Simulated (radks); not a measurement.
Results of a calculation; reference values are marked as such.
Species: the silicon ion Si4+. Configuration: [He] 2s2 2p5 3p1 (not the ground configuration). Code: a radial shooting solver on a logarithmic mesh with Libxc functionals. Model: scalar-relativistic Kohn-Sham, OLYP, spin-polarised, spherical densities, point nucleus; open shells are filled with parallel spins first.

Unscreened Slater integrals over Kohn-Sham orbitals (cm^-1). They are taken over the spin-up orbitals. Empty in this configuration: 3s.

F0(3p,3p): 111810
F2(3p,3p): 57927
F0(3p,2p): 149650
F2(3p,2p): 29460
G0(3p,2p): 12191
G2(3p,2p): 12342
F0(3p,2s): 147630
G1(3p,2s): 9497.6
F0(3p,1s): 166500
G1(3p,1s): 9619.8
F0(3p,3s): 115220
G1(3p,3s): 77901
F0(2p,2p): 397600
F2(2p,2p): 184590
F0(2p,2s): 377090
G1(2p,2s): 224300
F0(2p,1s): 554940
G1(2p,1s): 78950
F0(2p,3s): 156180
G1(2p,3s): 13049
F0(2s,2s): 363560
F0(2s,1s): 512620
G0(2s,1s): 42752
F0(2s,3s): 154690
G0(2s,3s): 10372
F0(1s,1s): 1857100
F0(1s,3s): 172670
G0(1s,3s): 5526.8
F0(3s,3s): 119060

Derived for the open shells (J is the average intra-shell exchange parameter used in DFT+U). 2p: J = F2/5 = 36920 cm^-1. 3p: J = F2/5 = 11590 cm^-1.
